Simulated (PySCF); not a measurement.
Compound: C3H8BF3S2.
Numbering: `[CH3:1][S+:2]([CH3:3])[BH2-:4][S:5][C:6]([F:7])([F:8])[F:9]` (hydrogens: H10, H11, H12 on C1; H13, H14, H15 on C3; H16, H17 on B4)

Computed with PySCF at B3LYP/def2-SVPD, non-relativistic, on one gas-phase PBE0-D3(BJ)/def2-SVP geometry that isn't relaxed in the solvent. The solvent is an IEF-PCM continuum (van der Waals radii × 1.2), and excitations are vertical TDDFT with non-equilibrium linear response and a frozen core. Only the electrostatic response of the medium enters.

Gas-phase singlets (H = HOMO, L = LUMO):

```csv
state,E (eV),λ (nm),f,leading configurations
S1,5.454,227,0.006,H→L 90%
S2,5.884,211,0.020,H→L+1 93%
S3,6.188,200,0.001,"H→L+3 62%, H→L+4 24%"
S4,6.387,194,0.011,H→L+2 97%
S5,6.689,185,0.013,"H→L+4 60%, H→L+3 33%"
```

Question: Give the list for dichloromethane (ε = 8.93), n² = 2.03.

Answer: 
```csv
state,E (eV),λ (nm),f,leading configurations,change by rank (eV)
S1,5.812,213,0.011,H→L 89%,+0.358
S2,6.271,198,0.013,"H→L+1 50%, H→L+2 36%",+0.387
S3,6.567,189,0.047,"H→L+1 47%, H→L+2 34%, H→L+3 9%",+0.379
S4,6.717,185,0.008,"H→L+3 77%, H→L+2 17%",+0.330
S5,6.990,177,0.012,"H→L+5 54%, H→L+4 26%, H-1→L 11%",+0.301
```

Question: The ground-state energy changes by -0.293 eV from gas to dichloromethane. By how much does the total energy of gas-phase S1 change?

Answer: E(S1) = E(S0) + excitation energy, so it changes by -0.293 + 0.358 = +0.065 eV: it isn't lowered at all, while the ground state is. This is the vertical state, with the slow part of the continuum still set for S0.

Question: How do the frontier levels move from gas to dichloromethane?

Answer: 
```
orbital  gas (eV)  solvent (eV)  change (eV)                   Löwdin shares, gas               Löwdin shares, solvent
 LUMO+2      0.44          0.52        +0.08   S2 30 %, C3 15 %, C1 13 %, B4 10 %     S5 31 %, S2 26 %, B4 8 %, C6 8 %
 LUMO+1     -0.21          0.30        +0.51  S2 32 %, C1 14 %, H12 12 %, H10 7 %    B4 18 %, S2 16 %, S5 16 %, C1 9 %
   LUMO     -0.40         -0.02        +0.38    S2 41 %, C3 15 %, C1 8 %, H13 8 %    S2 36 %, S5 16 %, C3 10 %, C1 8 %
   HOMO     -6.74         -6.89        -0.15      S5 65 %, B4 8 %, S2 7 %, C6 6 %     S5 62 %, S2 10 %, B4 8 %, C6 6 %
 HOMO-1     -8.25         -8.12        +0.13   S5 27 %, B4 20 %, S2 20 %, H16 8 %  S2 40 %, B4 16 %, S5 10 %, H16 10 %
 HOMO-2     -8.57         -8.62        -0.05   S5 34 %, S2 22 %, B4 19 %, H16 8 %    S5 49 %, B4 19 %, S2 8 %, H17 8 %
 HOMO-3     -9.14         -9.07        +0.07  B4 28 %, S2 16 %, S5 12 %, H17 11 %  B4 31 %, S5 14 %, H16 12 %, S2 10 %
```

The HOMO–LUMO gap goes from 6.34 to 6.87 eV. Rows go by rank; for HOMO-2, HOMO-1, LUMO, LUMO+1 and LUMO+2 the atom shares or the degeneracy differ between the runs, so the row needn't follow one orbital.

The values belong to the conformer `[CH3:1][S+:2]([CH3:3])[BH2-:4][S:5][C:6]([F:7])([F:8])[F:9]`: C1–S2–B4–S5 -62°, S2–B4–S5–C6 -81°, B4–S5–C6–F7 -65°.
